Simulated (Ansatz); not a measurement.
Cl2Ge (SMILES [Cl][Ge][Cl]): geometry of the low-spin state from B3LYP-D3(BJ)/def2-TZVP.
(charge 0, multiplicity 1):
```tsv
atom	x (Å)	y (Å)	z (Å)
Cl	-1.6938	-0.6851	0.0000
Ge	-0.0005	0.7267	0.0000
Cl	1.6948	-0.6828	0.0000
```
The high-spin state stands at its own minimum; R- takes a restricted low-spin state.

The values were computed with Ansatz (a first-principles code) with Gaussian orbitals. 

The gap E(multiplicity 1) − E(multiplicity 3) (kcal/mol) and the share of exact exchange:

```
functional           exact exchange (%)   value
-------------------  ------------------  ------
R-PBE/def2-TZVPP                      0  -60.89
R-PBE0/def2-TZVPP                    25  -58.78
R-B3LYP/def2-TZVPP                   20  -62.95
R-BHLYP/def2-TZVPP                   50  -60.62
R-r2SCAN/def2-TZVPP                   0  -57.12
```

Question: Take the value as linear in the share of exact exchange along PBE and PBE0. Give the slope, say whether the sign turns, and set the other functionals against that line.

Answer: 
Slope: (-58.78 − (-60.89))/2.5 = 0.84 kcal/mol for each 10 %. The line keeps its sign from 0 to 100 %. At 50 % it gives -56.7 kcal/mol. From B3LYP to BHLYP the slope is (-60.62 − (-62.95))/3 = 0.78 for each 10 %. BHLYP, at 50 %, lies -4.0 from the PBE line. B3LYP, at 20 %, lies -3.8 from the PBE line. r2SCAN, with none, stands 3.8 from PBE.
